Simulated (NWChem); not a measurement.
**Correlation energy of Sn (+1)**

```xyz
1

Sn     0.0000     0.0000     0.0000
```
Charge +1, spin multiplicity 2.

Program: NWChem.

Basis set: def2-TZVP. Each correlation energy counts from its own Hartree-Fock reference.

Effective core potentials replace the inner electrons of Sn; spin-orbit coupling is left out. The correlated methods keep 4 core orbitals frozen. The stability of the SCF solutions was not checked. Open-shell Hartree-Fock references start from PBE0 orbitals. No row is a measurement; the coupled-cluster row has its own basis-set and correlation limits.

### Question
For the correlation energy, CCSD(T) on ROHF gives -256.2 mHa and UMP2 gives -250.3 mHa. What do CCSD[T] on UHF, CCSD on ROHF, CCSD on UHF give?

### Answer
CCSD[T] on UHF: -253.4 mHa; CCSD on ROHF: -250.9 mHa; CCSD on UHF: -247.7 mHa.
